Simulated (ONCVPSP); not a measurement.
# Transferability test, ONCV potential for silicon

| Quantity | Value |
| --- | --- |
| Element | silicon |
| Generator | ONCVPSP 4.0.1 |
| Type | optimised norm-conserving Vanderbilt (ONCV) |
| Functional | PBEsol |
| Relativity | scalar-relativistic |
| Frozen core | [Ne] |
| Valence charge | 4 |
| Reference configuration | 3s1.5 3p2.5 |
| Partial waves | 3s: rc 1.80 bohr, ncon 5, nbas 9, qcut 3.2 1/bohr, 1 projector; 3p: rc 2.20 bohr, ncon 4, nbas 8, qcut 3.6 1/bohr, 2 projectors, debl 2.2 Ha; d scattering state at 0.38 Ha: rc 2.30 bohr, ncon 4, nbas 7, qcut 3.7 1/bohr, 2 projectors, debl 2.6 Ha |
| Local potential | polynomial inside 1.45 bohr (lpopt 5, dvloc0 0 Ha) |
| Core correction | Teter function, fcfact 2.25, rcfact 1.5 |

Energies are relative to the spin-unpolarised reference configuration 3s1.5 3p2.5; without spin polarisation the order of configurations can differ from experiment.

```csv
valence configuration,charge,ΔE all-electron (eV),error AE − PS (meV)
3s2 3p2,0,-3.377,-0.5
3s2 3p0,+2,20.300,+10
3s1 3p2,+1,11.745,-1.3
```

(1) What are ΔE and the potential's error for 3s2 3p1?

## Answers

(1) ΔE = 4.336 eV all-electron; the error (AE − PS) is +1.1 meV.
